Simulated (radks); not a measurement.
Q: Numerical settings for the zinc ion Zn2+, [Ar] 3d10. Calculated with a radial shooting solver on a logarithmic mesh with Libxc functionals: scalar-relativistic Kohn-Sham, BLYP, spin-unpolarised, spherical densities, point nucleus. The defaults (mesh step 0.008 in ln r, mesh end at 40 bohr or more with all orbitals vanishing there, Anderson mixing 0.5 over 9 steps, residual threshold near 1e-9 with the energy settled to 1e-9 hartree or 1e-11 of itself, here a cap of 82 iterations) give E = -1795.3425 hartree and 3d at -30.888 eV in 16 iterations. Run on one thread of a shared host, so times are rough (Intel(R) Xeon(R) Platinum 8488C): 0.09 s of CPU time, 0.09 s wall, 16 iterations on 2476 mesh points. One setting is changed at a time: mesh step in ln r 0.003; mesh step in ln r 0.03; mesh step in ln r 0.2; mesh end (bohr) 400; mesh end (bohr) 12; residual threshold 0.01; residual threshold 1e-05; mixing 1.5; linear mixing, mixing 0.2; linear mixing, mixing 0.5; mixing history 20; iteration cap 3. Which runs fail to converge, and which converge to a wrong energy?

A: Not converged within the cap: mesh step in ln r 0.2; linear mixing, mixing 0.2; iteration cap 3. No run marked as converged misses the energy by more than 1 mhartree.
